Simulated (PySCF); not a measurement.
Polarisability and C₆ of Cu²⁺ (copper, charge +2)

[Ar] 3d9, 2D determinant. All numbers are calculated (PySCF 2.14, scalar relativity by spin-free X2C-1e, in aug-cc-pwCVTZ-DK with one added diffuse shell each of s, p, d, f, g type (11s10p8d5f4g, 152 functions)). Coupled (time-dependent) response in atomic units; α is the mean over directions.

```
method  mean α (bohr³)         α xx, yy, zz  C₆ (like pair)  S(−4)
   PBE           3.290  3.161, 3.161, 3.547           9.086  5.725
```

S(−4) is the Cauchy moment in α(ω) = α(0) + S(−4) ω² + …

α(iu) at PBE:

```tsv
u (hartree)	α(iu) (bohr³)
0	3.290
0.0500	3.276
0.100	3.234
0.200	3.085
0.300	2.883
0.500	2.455
0.750	2.013
1.00	1.685
1.50	1.246
2.00	0.9676
3.00	0.6381
5.00	0.3422
```

A single London oscillator, α(iu) = α/(1 + u²/ω²), gives C₆ = (3/4) ω α². Matching the computed C₆ needs ω = 4 × 9.086 / (3 × 3.290²) = 1.12 hartree.

For an ion, C₆ is the dispersion term alone; charge-induced terms of lower order in 1/R come first.

The components differ because the open shell of this determinant is not spherical; for a pure term their mean is the scalar polarisability.
